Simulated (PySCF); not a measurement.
# Se²⁺: ionisation energy

Se²⁺ [Ar] 3d10 4s2 4p2 (3P) → Se³⁺ [Ar] 3d10 4s2 4p1 (2P), as a difference of total energies. Calculation: PySCF 2.14, in aug-cc-pVTZ-PP with ECP10MDF; a scalar-relativistic core potential. Correlated levels: valence: 3s2 3p6 3d10 frozen. The calculations carry no spin-orbit coupling.

Problem. Order these methods by the ionisation energy they give, lowest first.
A. PBE
B. MP2 (valence)
C. PBE0
D. LDA

Solution. B (31.393 eV), A (31.467 eV), C (31.554 eV), D (31.643 eV).

The reference lies between the lowest fine-structure levels, while these numbers refer to the centres of the terms.

Errors of the correlated levels include the incompleteness of this basis and the frozen core.

For comparison: 31.697 ± 0.019 eV (measured; NIST Atomic Spectra Database, ionization energies).
